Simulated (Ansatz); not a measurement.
Z-matrix (Å, degrees):
```
C
N 1 1.428
Te 1 2.173 2 114.4
H 1 1.092 2 112.5 3 117.8
H 1 1.087 2 109.7 3 -120.7
B 2 1.388 1 126.0 3 115.3
H 2 1.009 1 114.0 3 -61.9
H 3 1.657 1 92.5 2 -64.4
H 6 1.197 2 118.7 1 0.6
H 6 1.195 2 118.7 1 -179.6
```

Charge 0, multiplicity 1. Te takes the def2 core potential.

Problem. List the B3LYP/def2-TZVPP orbital energies in eV (Ansatz 0.2.0). (Estimate.)

Solution. Computed: Occupied: -390.16, -278.61, -183.23, -170.46, -119.70, -119.60, -119.38, -43.47, -43.43, -43.22, -43.13, -43.10, -25.05, -19.25, -16.71, -15.18, -13.53, -11.79, -11.07, -10.44, -9.30, -8.97, -7.44, -6.13. Lowest empty: -1.20, -0.23, 0.04, 0.94, 1.74, 2.17, 2.29, 2.88.

B3LYP here is the variant with VWN-RPA as its local correlation; programs differ in this.
